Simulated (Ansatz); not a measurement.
Reaction (formal exchange of groups at the Si–F bond): `C=N[SiH](C)F` + BH₃ → `B[SiH](C)N=C` + H–F

Calculated with Ansatz (gas phase, PBE0-D4/def2-TZVP geometries, no zero-point term in ΔE). CCSD(T)/CBS adds triple-zeta CCSD(T) − MP2 to the extrapolated MP2 energy (def2 sets, frozen cores). This one scheme is used for every species. DFT in def2-TZVPP. B3LYP here is the variant with VWN-RPA as its local correlation; programs differ in this. Each species was taken in one conformer, which may not be the lowest.

`C=N[SiH](C)F`:

Cartesian coordinates in Å:
```
C 0.043 0.636 2.121
N 0.421 0.773 0.931
Si -0.437 0.361 -0.507
C 0.538 -0.878 -1.471
F -1.881 -0.267 -0.175
H 0.696 0.940 2.948
H -0.931 0.218 2.414
H -0.677 1.621 -1.248
H 0.021 -1.141 -2.397
H 0.687 -1.790 -0.889
H 1.519 -0.472 -1.727
```

BH₃:

Z-matrix (Å, degrees):
```
B
H 1 1.193
H 1 1.193 2 120.0
H 1 1.193 2 120.0 3 180.0
```

`B[SiH](C)N=C`:

Z-matrix (Å, degrees):
```
Si
C 1 1.872
N 1 1.750 2 107.5
B 1 2.008 2 112.3 3 -122.6
H 1 1.507 2 109.2 3 119.6
H 2 1.092 1 110.4 3 -60.0
H 2 1.092 1 110.6 3 -180.0
H 2 1.092 1 110.8 3 59.7
C 3 1.256 1 124.7 2 122.1
H 4 1.196 1 123.5 2 128.8
H 4 1.198 1 119.3 2 -52.9
H 9 1.103 3 124.1 1 -0.5
H 9 1.097 3 120.5 1 179.5
```

H–F:

```xyz
2

F     0.422    0.148    0.108
H    -0.422   -0.148   -0.108
```

```csv
level,ΔE (kJ/mol)
B3LYP-D4,178.1
HF/def2-QZVPP,207.4
```

Question: What does CCSD(T)/CBS give? (Best estimate.)

Answer: Computed: +173.3 kJ/mol. The listed levels differ from it by 4.8, 34.1 kJ/mol.

Largest T1 diagnostic among the species: 0.012.

The D4 term adds −5.2 kJ/mol with B3LYP and −3.1 kJ/mol with PBE0; it sums over pairs of atoms, weighted by their polarisabilities, and B3LYP, whose exchange is more repulsive, gets the larger term. In def2-TZVPP, CCSD(T) changes the Hartree–Fock value by −31.8 kJ/mol (the triples alone add −3.8 kJ/mol) and MP2 by −26.5 kJ/mol.

CCSD(T)/CBS has its own doubt, a few kJ/mol and more with outer-core shells, so smaller differences from it don't rank the levels.
